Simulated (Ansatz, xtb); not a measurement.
Breaking the C5–H6 bond in CH5OSb (SMILES C[O][SbH2]) (multiplicity 1 held, fragments rigid). Energies count from the point at 1.097 Å.
Geometry at that point (charge 0, multiplicity 1):
```xyz
8

Sb    -0.39157     0.27291     0.37968
H     -1.52743    -0.68890    -0.50198
H     -0.42293     1.44228    -0.89474
O      1.21630    -0.67903    -0.26410
C      1.33908    -0.99600    -1.63878
H      1.33613    -0.09608    -2.26542
H      2.29029    -1.51457    -1.77766
H      0.52933    -1.65283    -1.97852
```

Restricted levels (R-, RO-) in cc, def2 and unpolarised 6-31G sets keep to the state of the molecule at rest. Unrestricted levels (U-) break spin symmetry where that is lower. Curves can end on different states.

Cores are frozen in the correlated methods. Filled d and f shells under p-block atoms count as core.

Run with Ansatz (a first-principles code); xtb for the GFN methods.  In def2 rows elements past Kr take small-core potentials, without spin–orbit coupling. The GFN methods have no spin term and hold the electronic entropy of 300 K.

### Question
One of these levels gives 439.8 kJ/mol for the energy at R = 3.509 Å. Which one is it?
(A) GFN2-xTB
(B) U-SCS-MP2/def2-SVP
(C) U-HF/def2-SVP
(D) R-SCS-MP2/def2-SVP

### Answer
B, U-SCS-MP2/def2-SVP. The others give 497.7 (GFN2-xTB), 356.4 (U-HF/def2-SVP), 553.2 (R-SCS-MP2/def2-SVP)

Doubts at one or more of the structures used: a spin-contaminated determinant (U-HF/def2-SVP, U-SCS-MP2/def2-SVP); a restricted determinant that unrestricted orbitals would lower (R-SCS-MP2/def2-SVP).
